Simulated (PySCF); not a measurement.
C8H7FO2: full NMR table

- Formula: C8H7FO2
- SMILES: O=C(O)Cc1ccc(F)cc1
- InChI: InChI=1S/C8H7FO2/c9-7-3-1-6(2-4-7)5-8(10)11/h1-4H,5H2,(H,10,11)
- Point group of the computed structure: Cs
- Degrees of unsaturation: 5
- Carbon signals: 6
- Proton signals: 4

Atoms are numbered as in `[O:1]=[C:2]([OH:3])[CH2:4][c:5]1[cH:6][cH:7][c:8]([F:9])[cH:10][cH:11]1`. Hydrogens are named by the atom that carries them.

Gas phase, relativity neglected, one computed conformer, one averaged value for each set of equivalent atoms. GFN2-xTB structure; shieldings: GIAO PBE0/pcSseg-1; PySCF.

Shifts are taken against calculated references (same method and geometry level): TMS for $^{1}$H (31.72 ppm) and $^{13}$C (186.93 ppm); CFCl3 for $^{19}$F (170.95 ppm); $^{17}$O (336.08 ppm) vs H2O.

| carbon | δC, type | δH (multiplicity) | HMBC from (2–3 bonds) | span of the C tensor (ppm) |
| --- | --- | --- | --- | --- |
| C2 | 177.1, C | – | H(C4) | 170 |
| C4 | 42.1, CH2 | 3.62 (s) | H(C6)/H(C11) | 41 |
| C5 | 135.4, C | – | H(C6)/H(C11), H(C7)/H(C10), H(C4) | 230 |
| C6/C11 | 137.6, CH | 7.43 (m) | H(C6)/H(C11), H(C7)/H(C10), H(C4) | 218 |
| C7/C10 | 121.4, CH | 7.35 (m) | H(C6)/H(C11), H(C7)/H(C10) | 189 |
| C8 | 172.3, C | – | H(C6)/H(C11), H(C7)/H(C10) | 156 |

Other nuclei:
```tsv
atoms	nucleus	environment	δ (ppm)	σ (ppm)
H(O3)	$^{1}$H	hydrogen on an acid hydroxyl oxygen	6.17	25.54
F9	$^{19}$F	aryl fluorine	-118.1	289.1
O1	$^{17}$O	carbonyl oxygen	451.9	-115.8
O3	$^{17}$O	acid hydroxyl oxygen	208.2	127.8
```

- Carbon types of the structure: 3 × C, 4 × CH, 1 × CH2, leaving 1 H on heteroatoms.
- δC 177.1: carboxylic acid carbon; it is a carbonyl in resonance with an O or N lone pair, the region of acids, esters and amides.
- δC 172.3: aromatic carbon bearing fluorine; the electronegative substituent deshields the carbon that carries it.
- δC 137.6, 121.4: aromatic CH.
- δC 135.4: substituted aromatic carbon.
- δH 7.43, 7.35: hydrogen on an aromatic CH; the ring current deshields protons in the ring plane.

OH and NH positions are those of a molecule without intermolecular hydrogen bonds; in solution they move with solvent, concentration and temperature, and exchange usually removes their couplings. Splittings by $^{19}$F in the carbon and heteronuclear signals aren't shown, as no couplings were computed. Shifts are as computed. Against solution values, carbons near 30 ppm lie about +3 ppm off and those near 130 ppm about +5 ppm. Of 1211 compounds with measured shifts, 218 miss one by over three times the rms of a fit or turn the order of signals round; such compounds aren't used in these exercises. In solution the two oxygens of a carboxylic acid exchange roles by proton transfer and give one 17O line. Hydrogen bonding in solution shields acid and N–H amide carbonyl oxygens by tens of ppm. Hydrogen bonding in solution deshields acid and N–H amide carbonyl carbons by as much as 10 ppm beyond these values. Unscaled 19F shifts against computed CFCl3 carry errors that often reach 10 to 50 ppm. Unscaled 17O shifts of doubly bonded oxygen tend to come out too high, by tens of ppm or more. Experimental scales use liquid or dissolved standards, which lie at an offset from isolated H2O (liquid H2O: subtract about 36 ppm). No couplings were computed; multiplicities are counted from neighbouring protons, with m where these are inequivalent, close in shift, in a saturated or five-membered ring or joined by F or P, and br s for small geminal =CH2 splittings.
